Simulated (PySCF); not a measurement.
Isomers of C8H17P, mass 144.107 u with the commonest isotopes. Theory: PBE0/pcSseg-1 in PySCF (dipole) on a GFN2-xTB geometry, gas phase. One conformer each, none proved a minimum here; rigid rotors.

Task: Order these by out-of-plane moment Σ m c² = (Ia + Ib − Ic)/2, largest first.
A. `[CH2:1]=[C:2]([CH3:3])[P:4]([CH2:5][CH3:6])[CH:7]([CH3:8])[CH3:9]` with C1–C2–P4–C5 133°, C2–P4–C5–C6 -68°, C2–P4–C7–C8 63°
B. `CC(P1[C@H](C)[C@H]1C)(C)C`
C. `[CH3:1][C:2]([CH3:3])=[P:4][CH2:5][C:6]([CH3:7])([CH3:8])[CH3:9]` with C2–P4–C5–C6 180°
D. `[CH2:1]=[CH:2][CH2:3][P@@:4]([CH3:5])(=[CH:6][CH3:7])[CH2:8][CH3:9]` with C1–C2–C3–P4 -95°, C2–C3–P4–C5 57°, C3–P4–C8–C9 174°
E. `[CH3:1][CH:2]=[P@@:3]1([CH2:4][CH3:5])[CH2:6][CH2:7][C@@H:8]1[CH3:9]` with C2–P3–C4–C5 44°, C2–P3–C6–C7 154°, P3–C6–C7–C8 -18°, C6–C7–C8–C9 146°, C2–P3–C8–C7 -123°

Result: E (126.92 u·Å²), D (99.65 u·Å²), B (85.93 u·Å²), A (75.11 u·Å²), C (59.45 u·Å²).

Task: Order these by dipole moment, smallest first.
A. `[CH3:1][C:2]([CH3:3])=[P:4][CH2:5][C:6]([CH3:7])([CH3:8])[CH3:9]` with C2–P4–C5–C6 180°
B. `[CH3:1][CH:2]=[P@@:3]1([CH2:4][CH3:5])[CH2:6][CH2:7][C@@H:8]1[CH3:9]` with C2–P3–C4–C5 44°, C2–P3–C6–C7 154°, P3–C6–C7–C8 -18°, C6–C7–C8–C9 146°, C2–P3–C8–C7 -123°
C. `C[C@@H]1[C@@H](C)P1C(C)(C)C`
D. `[CH2:1]=[CH:2][CH2:3][P@@:4]([CH3:5])(=[CH:6][CH3:7])[CH2:8][CH3:9]` with C1–C2–C3–P4 -95°, C2–C3–P4–C5 57°, C3–P4–C8–C9 174°

Result: C (1.46 D), A (1.62 D), D (2.24 D), B (2.40 D).

Task: Order these by rotational constant B, smallest first.
A. `[CH3:1][C:2]([CH3:3])=[P:4][CH2:5][C:6]([CH3:7])([CH3:8])[CH3:9]` with C2–P4–C5–C6 180°
B. `[CH2:1]=[CH:2][CH2:3][P@@:4]([CH3:5])(=[CH:6][CH3:7])[CH2:8][CH3:9]` with C1–C2–C3–P4 -95°, C2–C3–P4–C5 57°, C3–P4–C8–C9 174°
C. `C[C@@H]1[C@@H](C)P1C(C)(C)C`
D. `[CH3:1][CH:2]=[P@@:3]1([CH2:4][CH3:5])[CH2:6][CH2:7][C@@H:8]1[CH3:9]` with C2–P3–C4–C5 44°, C2–P3–C6–C7 154°, P3–C6–C7–C8 -18°, C6–C7–C8–C9 146°, C2–P3–C8–C7 -123°
E. `[CH2:1]=[C:2]([CH3:3])[P:4]([CH2:5][CH3:6])[CH:7]([CH3:8])[CH3:9]` with C1–C2–P4–C5 133°, C2–P4–C5–C6 -68°, C2–P4–C7–C8 63°

Result: A (680.3 MHz), B (870.1 MHz), D (980.0 MHz), C (1017 MHz), E (1150 MHz).

```json
{"SMILES": "C[C@@H]1[C@@H](C)P1C(C)(C)C", "point group": "C1", "Ia (u·Å²)": "264.78", "Ib (u·Å²)": "497.16", "Ic (u·Å²)": "590.07", "κ": "-0.70", "μa (D)": "0.02", "μb (D)": "0.82", "μc (D)": "1.21"}
{"SMILES": "CC(C)=PCC(C)(C)C", "point group": "near Cs", "Ia (u·Å²)": "186.02", "Ib (u·Å²)": "742.92", "Ic (u·Å²)": "810.03", "κ": "-0.95", "μa (D)": "0.47", "μb (D)": "1.55", "μc (D)": "0.00"}
{"SMILES": "C=CC[P@@](C)(=CC)CC", "point group": "C1", "Ia (u·Å²)": "265.65", "Ib (u·Å²)": "580.84", "Ic (u·Å²)": "647.19", "κ": "-0.84", "μa (D)": "2.01", "μb (D)": "0.87", "μc (D)": "0.46"}
{"SMILES": "CC=[P@@]1(CC)CC[C@@H]1C", "point group": "C1", "Ia (u·Å²)": "286.22", "Ib (u·Å²)": "515.68", "Ic (u·Å²)": "548.06", "κ": "-0.86", "μa (D)": "2.07", "μb (D)": "0.86", "μc (D)": "0.85"}
{"SMILES": "C=C(C)P(CC)C(C)C", "point group": "C1", "Ia (u·Å²)": "330.61", "Ib (u·Å²)": "439.52", "Ic (u·Å²)": "619.91", "κ": "-0.06", "μa (D)": "0.10", "μb (D)": "0.10", "μc (D)": "1.43"}
```
